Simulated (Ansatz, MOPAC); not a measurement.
Diatomic MgB-, multiplicity 3 (lowest of 2S+1 = 1, 3 at CCSD(T)/def2-TZVPP on PBE0 minima; our sources give no spin for the ground state, which may be another). The T1 diagnostic near the minimum is 0.061, so single-reference values are doubtful.

Seven points along R, fitted to fifth degree in 1/R; most abundant isotopes. Runs in def2 and cc sets follow the lowest solution found near the PBE0 minimum.

Run with Ansatz (Gaussian basis) for Hartree–Fock, density functionals and correlated methods; MOPAC for PM7 (differences of heats of formation). Each number belongs to the level named beside it.

| level | r_e (Å) | ω_e (cm⁻¹) | α_e (cm⁻¹) | B_e (cm⁻¹) |
|---|---|---|---|---|
| PM7 | 2.182 | 597 | 0.0037 | 0.469 |
| SVWN5/def2-TZVPP | 2.230 | 450 | 0.0055 | 0.449 |
| PBE/def2-TZVPP | 2.264 | 428 | 0.0057 | 0.436 |
| B97M-V/def2-TZVPP | 2.259 | 423 | 0.0063 | 0.438 |
| B3LYP/def2-TZVPP | 2.282 | 395 | 0.0068 | 0.429 |
| wB97M-V/def2-TZVPP | 2.315 | 355 | 0.0077 | 0.417 |

The state that PM7 reach isn't checked; PM7 holds dispersion and hydrogen-bond terms.

Doubts at one or more of the structures used: a spin-contaminated determinant (PBE/def2-TZVPP, B97M-V/def2-TZVPP, wB97M-V/def2-TZVPP).

Ansatz is a program for electronic structure.
